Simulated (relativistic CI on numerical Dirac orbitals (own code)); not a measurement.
**Electric-dipole transitions in Au LXX**

Method of calculation: Dirac-Coulomb-Breit CI, orbitals from a KLI potential per configuration, model QED (radiative potential, 1s self-energy scaled to tabulated hydrogen-like ionisation energies), unscaled Slater integrals (own radial code, finite nucleus).

Configuration list (outside the closed core 1s2): 2s2.2p6, 2s2.2p5.3s, 2s2.2p5.3p, 2s2.2p5.3d, 2s.2p6.3s, 2s.2p6.3p, 2s.2p6.3d, 2s2.2p5.4s, 2s2.2p5.4p, 2s2.2p5.4d, 2s2.2p5.4f, 2s2.2p4.3s2, 2s2.2p4.3s.3p, 2s2.2p5.5s, 2s.2p6.4s, 2s2.2p5.5p, 2s2.2p4.3s.3d, 2s2.2p5.5d, 2s2.2p4.3p2, 2s.2p6.4p, 2s2.2p5.5f, 2s2.2p5.5g, 2s.2p6.4d, 2s.2p6.4f, 2s2.2p4.3p.3d, 2s.2p5.3s2, 2s2.2p4.3d2, 2s.2p5.3s.3p, 2s.2p5.3s.3d, 2s.2p5.3p2, 2s.2p6.5s, 2s.2p5.3p.3d, 2s.2p6.5p, 2s.2p6.5d, 2s.2p6.5f, 2s.2p6.5g. Levels of other configurations are missing.

```
λ vac (nm)                  Lower                   Upper   A (s⁻¹)        gf  Branching (%)
   0.08980       2s2.2p6 1S_0 [1]   2s2.2p5.4d 1P°_1 [53]  1.34e+15  4.85e-01           88.9
   0.10107       2s2.2p6 1S_0 [1]   2s2.2p5.3d 3D°_1 [29]  2.15e+15  9.89e-01           99.9
   0.11780       2s2.2p6 1S_0 [1]   2s2.2p5.3d 1P°_1 [17]  3.69e+15  2.30e+00          100.0
   0.25401  2s2.2p5.3d 3F°_4 [14]    2s2.2p5.5f 3G_5 [85]  1.17e+14  1.24e+00           65.3
   0.30394    2s2.2p5.3p 3D_2 [5]   2s2.2p5.4d 3F°_3 [47]  1.30e+14  1.26e+00           80.6
   0.34297    2s2.2p5.3p 1P_1 [7]   2s2.2p5.4d 1D°_2 [51]  1.07e+14  9.48e-01           63.4
   0.34308   2s2.2p5.3p 3D_2 [24]  2s2.2p5.4d 3F°_3 [103]  1.68e+14  2.07e+00           99.4
   0.34320    2s2.2p5.3p 3D_3 [6]   2s2.2p5.4d 3F°_4 [50]  1.68e+14  2.68e+00           99.4
   0.34392    2s2.2p5.3p 3P_2 [8]   2s2.2p5.4d 3D°_3 [52]  1.34e+14  1.67e+00           79.7
   0.35715  2s2.2p5.3d 3F°_2 [28]   2s2.2p5.4f 3G_3 [104]  3.28e+14  4.39e+00           93.2
   0.35737  2s2.2p5.3d 3P°_1 [12]    2s2.2p5.4f 3F_2 [56]  2.00e+14  1.91e+00           56.0
   0.35757    2s.2p6.3d 3D_1 [34]   2s.2p6.4f 3F°_2 [119]  2.93e+14  2.81e+00           74.1
   0.35762  2s2.2p5.3d 3F°_3 [11]    2s2.2p5.4f 3G_4 [55]  3.27e+14  5.64e+00           93.1
   0.35818    2s.2p6.3d 3D_2 [35]   2s.2p6.4f 3F°_3 [118]  3.23e+14  4.34e+00           81.7
   0.35822  2s2.2p5.3d 3D°_2 [13]    2s2.2p5.4f 3F_3 [57]  2.60e+14  3.50e+00           73.8
   0.35978  2s2.2p5.3d 3D°_1 [29]   2s2.2p5.4f 3F_2 [105]  2.91e+14  2.83e+00           81.4
   0.36726  2s2.2p5.3d 3F°_4 [14]    2s2.2p5.4f 3G_5 [58]  3.40e+14  7.55e+00           99.7
   0.36752  2s2.2p5.3d 3P°_2 [30]   2s2.2p5.4f 3D_3 [107]  3.24e+14  4.59e+00           94.6
   0.36768    2s.2p6.3d 3D_3 [36]   2s.2p6.4f 3F°_4 [120]  3.39e+14  6.18e+00           88.3
   0.36783  2s2.2p5.3d 1D°_2 [15]    2s2.2p5.4f 1F_3 [60]  2.80e+14  3.97e+00           81.3
   0.36791  2s2.2p5.3d 3F°_3 [31]   2s2.2p5.4f 3G_4 [106]  3.39e+14  6.19e+00           99.7
   0.36891  2s2.2p5.3d 3D°_3 [16]    2s2.2p5.4f 3F_4 [61]  3.01e+14  5.52e+00           88.5
   0.36933    2s.2p6.3d 1D_2 [37]   2s.2p6.4f 1F°_3 [121]  3.19e+14  4.57e+00           83.5
   0.37258  2s2.2p5.3d 1P°_1 [17]    2s2.2p5.4f 1D_2 [59]  2.72e+14  2.83e+00           77.1
   0.77293  2s2.2p5.4d 3F°_3 [47]    2s2.2p5.5f 3G_4 [81]  5.82e+13  4.69e+00           31.5
   0.79160  2s2.2p5.4d 3F°_4 [50]    2s2.2p5.5f 3G_5 [85]  6.18e+13  6.39e+00           34.6
   0.79243  2s2.2p5.4d 1D°_2 [51]    2s2.2p5.5f 1F_3 [87]  5.07e+13  3.34e+00           28.1
   0.79410  2s2.2p5.4d 3D°_3 [52]    2s2.2p5.5f 3F_4 [89]  5.51e+13  4.69e+00           30.8
   0.80983   2s2.2p5.4f 3D_1 [54]   2s2.2p5.5g 3F°_2 [91]  7.98e+13  3.92e+00           76.1
   0.80986   2s2.2p5.4f 3G_4 [55]   2s2.2p5.5g 3H°_5 [90]  1.00e+14  1.09e+01           95.3
   0.81019  2s2.2p5.4f 3G_3 [104]  2s2.2p5.5g 3H°_4 [136]  1.00e+14  8.87e+00           95.1
   0.81049  2s.2p6.4f 3F°_3 [118]    2s.2p6.5g 3G_4 [154]  1.00e+14  8.86e+00           67.8
   0.81065  2s2.2p5.4f 3F_2 [105]  2s2.2p5.5g 3G°_3 [137]  9.56e+13  6.59e+00           90.5
   0.81077   2s2.2p5.4f 3F_2 [56]   2s2.2p5.5g 3G°_3 [92]  8.08e+13  5.58e+00           77.0
   0.81122   2s2.2p5.4f 3F_3 [57]   2s2.2p5.5g 3G°_4 [93]  8.91e+13  7.92e+00           84.7
   0.81828   2s2.2p5.4f 3G_5 [58]   2s2.2p5.5g 3H°_6 [94]  1.02e+14  1.34e+01           98.6
   0.81888  2s.2p6.4f 3F°_4 [120]    2s.2p6.5g 3G_5 [156]  1.02e+14  1.13e+01           70.1
   0.81891  2s2.2p5.4f 3G_4 [106]  2s2.2p5.5g 3H°_5 [138]  1.02e+14  1.13e+01           98.5
   0.81893  2s2.2p5.4f 3D_3 [107]  2s2.2p5.5g 3F°_4 [139]  9.97e+13  9.02e+00           95.7
   0.81934   2s2.2p5.4f 1D_2 [59]   2s2.2p5.5g 1F°_3 [95]  9.12e+13  6.43e+00           88.3
   0.81943   2s2.2p5.4f 1F_3 [60]   2s2.2p5.5g 1G°_4 [96]  9.11e+13  8.25e+00           87.9
   0.81947  2s.2p6.4f 1F°_3 [121]    2s.2p6.5g 1G_4 [157]  9.99e+13  9.05e+00           68.8
   0.81985   2s2.2p5.4f 3F_4 [61]   2s2.2p5.5g 3G°_5 [97]  9.52e+13  1.06e+01           91.8
    1.7710    2s2.2p5.3p 3D_2 [5]   2s2.2p5.3d 3F°_3 [11]  2.29e+12  7.55e-01           99.6
    1.8146   2s2.2p5.3s 3P°_2 [2]     2s2.2p5.3p 3D_3 [6]  3.06e+12  1.06e+00          100.0
```

Terms are leading LS components. Brackets give the number of a level in order of energy, since labels repeat. The list gives strong lines, with weight on those to low levels, without lines whose two gauges differ by over a factor of 2.5, among the lowest 157 of 838 levels, so that lines to higher ones, which can be the strongest, are missing. Levels whose partners in the same complex of configurations lie outside the list can be far off, and so can their lines. Rates are taken at the computed energies, electric ones in the length gauge.

At this charge energies of transitions that change n are usually good to better than 1 %, and those within a shell (Δn = 0) to a few per cent.

From the table, what is the radiative lifetime of 2s2.2p5.5f 3G_5?

The listed rates from this level add up to about 1.78e+14 s⁻¹, 100 % of its decay; with all channels τ = 5.60e-15 s.

LS names give the leading component of a level, which can be under half, so a name can repeat, a term be missing and a line seem to break the LS rules.
